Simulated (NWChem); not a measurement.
System: C$_{2}$H$_{6}$BFO; SMILES C(C)OBF

The following NWChem deck was run.

```
start job
memory heap 200 mb stack 900 mb global 1100 mb
geometry units angstroms noautoz
  B     -0.506392     1.319379    -0.270783
  H     -1.277572     2.073337    -0.807143
  F      0.712040     1.749412     0.056982
  O     -0.883200     0.061922    -0.008832
  C     -0.036930    -0.896611     0.607870
  C      0.452922    -1.906496    -0.404980
  H      0.810332    -0.394679     1.102293
  H     -0.636169    -1.392439     1.387761
  H      1.089090    -1.427559    -1.164773
  H      1.044930    -2.689987     0.091756
  H     -0.394398    -2.385490    -0.917643
end
basis spherical
  * library sto-3g
end
dft
  xc xtpss03 ctpss03
  iterations 150
  mulliken
end
task dft energy
```

Output (shortened):

```
             Northwest Computational Chemistry Package (NWChem) 7.3.0
             --------------------------------------------------------

 C1  symmetry detected

                             Geometry "geometry" -> ""
                             -------------------------

 Output coordinates in angstroms (scale by  1.889725989 to convert to a.u.)

  No.       Tag          Charge          X              Y              Z
 ---- ---------------- ---------- -------------- -------------- --------------
    1 B                    5.0000    -0.50713802     1.32396461    -0.26850149
    2 H                    1.0000    -1.28287056     2.07714664    -0.79935850
    3 F                    9.0000     0.71416235     1.75436353     0.04791123
    4 O                    8.0000    -0.88180853     0.06699574    -0.00119646
    5 C                    6.0000    -0.03031433    -0.89063914     0.60968229
    6 C                    6.0000     0.45055310    -1.90226493    -0.40573271
    7 H                    1.0000     0.82129330    -0.38801303     1.09586555
    8 H                    1.0000    -0.62279087    -1.38509318     1.39558909
    9 H                    1.0000     1.08013039    -1.42467398    -1.17183655
   10 H                    1.0000     1.04677098    -2.68501966     0.08711365
   11 H                    1.0000    -0.40126869    -2.38198317    -0.91019264

 Effective nuclear repulsion energy (a.u.)     172.2948438496

                                 NWChem DFT Module
                                 -----------------

 Summary of "ao basis" -> "ao basis" (spherical)
 ------------------------------------------------------------------------------
       Tag                 Description            Shells   Functions and Types
 ---------------- ------------------------------  ------  ---------------------
 B                           sto-3g                  3        5   2s1p
 H                           sto-3g                  1        1   1s
 F                           sto-3g                  3        5   2s1p
 O                           sto-3g                  3        5   2s1p
 C                           sto-3g                  3        5   2s1p

            General Information
            -------------------
          SCF calculation type: DFT
          Wavefunction type:  closed shell.
          No. of atoms     :    11
          No. of electrons :    40
           Alpha electrons :    20
            Beta electrons :    20
          Charge           :     0
          Spin multiplicity:     1
          Use of symmetry is: off; symmetry adaption is: off
          Maximum number of iterations: 150
          AO basis - number of functions:    31
                     number of shells:    21
          Convergence on energy requested:  1.00D-06
          Convergence on density requested:  1.00D-05
          Convergence on gradient requested:  5.00D-04

              XC Information
              --------------
                  TPSS metaGGA Exchange Functional  1.000
             TPSS03 metaGGA Correlation Functional  1.000

             Grid Information
             ----------------
          Grid used for XC integration:  medium
          Radial quadrature: Mura-Knowles
          Angular quadrature: Lebedev.
          Tag              B.-S. Rad. Rad. Pts. Rad. Cut. Ang. Pts.
          ---              ---------- --------- --------- ---------
          B                   0.85       49          11.0       434
          H                   0.35       45          12.0       434
          F                   0.50       49          11.0       434
          O                   0.60       49           9.0       434
          C                   0.70       49          11.0       434
          Grid pruning is: on
          Number of quadrature shells:   515
          Spatial weights used:  Erf1

      Superposition of Atomic Density Guess
      -------------------------------------

 Sum of atomic energies:        -273.09298578

      Non-variational initial energy
      ------------------------------

 Total energy =    -273.839401
 1-e energy   =    -721.969012
 2-e energy   =     275.834767
 HOMO         =      -0.210949
 LUMO         =       0.323601

     ---------------------------------------------
      Total Density - Mulliken Population Analysis
     ---------------------------------------------

    Atom       Charge   Shell Charges
 -----------   ------   -------------------------------------------------------
    1 B    5     4.15   1.99  0.91  1.25
    2 H    1     1.12   1.12
    3 F    9     9.45   2.00  1.92  5.53
    4 O    8     8.61   2.00  1.78  4.83
    5 C    6     5.68   1.99  1.23  2.45
    6 C    6     6.15   1.99  1.30  2.86
    7 H    1     0.99   0.99
    8 H    1     0.99   0.99
    9 H    1     0.96   0.96
   10 H    1     0.95   0.95
   11 H    1     0.96   0.96

   convergence    iter        energy       DeltaE   RMS-Dens  Diis-err
 ---------------- ----- ----------------- --------- --------- ---------
 d= 0,ls=0.0,diis     1   -276.0248807301 -4.48D+02  6.53D-02  7.68D-01
 d= 0,ls=0.0,diis     2   -275.8692561780  1.56D-01  3.85D-02  2.07D+00
 d= 0,ls=0.0,diis     3   -276.1724950111 -3.03D-01  9.96D-03  3.31D-02
 d= 0,ls=0.0,diis     4   -276.1728767812 -3.82D-04  5.32D-03  3.01D-02
 d= 0,ls=0.0,diis     5   -276.1774450135 -4.57D-03  7.91D-04  6.34D-04
  Resetting Diis
 d= 0,ls=0.0,diis     6   -276.1775501891 -1.05D-04  7.09D-05  3.66D-06
 d= 0,ls=0.0,diis     7   -276.1775508046 -6.15D-07  3.47D-05  2.29D-07
 d= 0,ls=0.0,diis     8   -276.1775507672  3.74D-08  2.23D-05  4.82D-07
 d= 0,ls=0.0,diis     9   -276.1775508398 -7.26D-08  4.92D-06  2.37D-08

         Total DFT energy =     -276.177550839799
      One electron energy =     -721.297368016070
           Coulomb energy =      309.292628129909
    Exchange-Corr. energy =      -36.467654803253
 Nuclear repulsion energy =      172.294843849615

 Numeric. integr. density =       39.999996942736

[...]
```

Level: TPSS/STO-3G. Geometry: optimised at PBE0/def2-SVP.
